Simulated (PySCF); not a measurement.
## Relaxation of quintet Fe(OH)2

Level of theory: UPBE/[Fe def2-SVP, O def2-SVP, H def2-SVP], no relativity, density fitting, PySCF. A (50,194) grid was used.

A hand-made bent (heavy-atom frame) start, of C2 symmetry, held to at least that symmetry:

```xyz
5
charge 0 multiplicity 5, angstrom
Fe    0.0000    0.0000   -0.3961
O     1.4663    0.0000    0.6306
O    -1.4663    0.0000    0.6306
H     1.9718   -0.7354    0.9845
H    -1.9718    0.7354    0.9845
```

Problem. What forces act on the atoms at the start (eV/Å)?

Solution. 
| atom | Fx | Fy | Fz |
| --- | --- | --- | --- |
| Fe1 | 0.00 | 0.00 | 1.60 |
| O2 | -0.02 | 0.61 | -0.94 |
| O3 | 0.02 | -0.61 | -0.94 |
| H4 | 0.27 | -0.55 | 0.14 |
| H5 | -0.27 | 0.55 | 0.14 |

Problem. What does it relax to?

Solution. It ends at C2 with Fe–O 1.775 Å (×2), O–H 0.972 Å (×2); Fe–O–H 124.7° (×2), O–Fe–O 176.4° (after a last refinement on a finer grid). A frequency run shows a minimum. Other isomers or separated fragments may lie lower.

Problem. How much energy is released, and in how many steps?

Solution. 63.0 kJ/mol in 14 steps.

With open d or f shells other occupations or spin states may lie lower.
